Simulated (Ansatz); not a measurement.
`C=C(CC)C(=O)O` + H₂ → `C=C(C=O)CC` + H₂O  (hydrogenolysis of a C–O bond)

Program: Ansatz. Geometries: PBE0-D4/def2-TZVP. ΔE: electronic, gas phase. CCSD(T)/CBS is the MP2 limit (def2-TZVPP, def2-QZVPP) plus CCSD(T) − MP2 in def2-TZVPP, frozen cores. This one scheme is used for every species. DFT in def2-TZVPP. B3LYP here is the variant with VWN-RPA as its local correlation; programs differ in this. HSE06 is defined as in plane-wave codes. One conformer a species, not always the lowest.

`C=C(CC)C(=O)O`:

Z-matrix (Å, degrees):
```
C
C 1 1.498
C 1 1.525 2 112.8
H 1 1.094 2 108.8 3 121.2
H 1 1.093 2 108.5 3 -122.1
C 2 1.331 1 123.8 3 107.0
C 2 1.485 1 115.7 3 -73.2
H 3 1.091 1 110.9 2 60.3
H 3 1.092 1 110.6 2 180.0
H 3 1.093 1 110.9 2 -60.1
H 6 1.082 2 121.6 1 -179.2
H 6 1.085 2 120.7 1 1.0
O 7 1.205 2 123.9 1 -5.9
O 7 1.345 2 114.2 1 174.5
H 14 0.967 7 105.9 2 179.0
```

H₂:

Z-matrix (Å, degrees):
```
H
H 1 0.746
```

`C=C(C=O)CC`:

Cartesian coordinates in Å:
```
C -0.693 0.797 1.565
C -0.532 0.394 0.305
C -1.720 -0.153 -0.379
O -1.739 -0.517 -1.527
C 0.753 0.454 -0.457
C 1.404 -0.918 -0.607
H 0.118 1.228 2.142
H -1.657 0.707 2.057
H -2.634 -0.200 0.251
H 0.547 0.860 -1.452
H 1.438 1.142 0.045
H 1.643 -1.346 0.369
H 0.741 -1.607 -1.131
H 2.331 -0.842 -1.180
```

H₂O:

Cartesian coordinates in Å:
```
O 0.260 -0.289 -0.023
H 0.197 0.486 -0.586
H -0.457 -0.197 0.608
```

Q: Is it downhill or uphill in electronic energy at CCSD(T)/CBS, and by how much? (Best estimate.)

A: The calculation gave: Downhill: ΔE = -1.0 kcal/mol.

Q: What do these levels give: revPBE-D4, BLYP-D4, B97M-V, r2SCANh-D4, HSE06-D4, ωB97X-V, PBE-QIDH, r2SCAN, B3LYP, BHLYP, CCSD/def2-SVP, CCSD/def2-TZVPP? (An estimate is asked.)

A: The calculation gave: revPBE-D4 2.7, BLYP-D4 1.6, B97M-V 1.7, r2SCANh-D4 2.9, HSE06-D4 1.5, ωB97X-V 2.3, PBE-QIDH 0.9, r2SCAN 3.1, B3LYP -0.4, BHLYP -0.7, CCSD/def2-SVP 3.6, CCSD/def2-TZVPP -1.1 kcal/mol.

Largest T1 diagnostic among the species: 0.013.

Leaving LDA and LC-ωPBE aside and taking each functional with its dispersion term where it has one, the values, not all of them listed here, spread over 3.3 kcal/mol, from B2PLYP to r2SCAN-D4. LDA lies +4.2 kcal/mol from PBE without D4. From r2SCAN to r2SCAN0 (25 % exact exchange), in def2-TZVPP and without D4, ΔE moves by −1.1 kcal/mol. At CCSD(T), def2-SVP lies +5.7 kcal/mol from the extrapolated value and def2-TZVPP +0.9 kcal/mol.
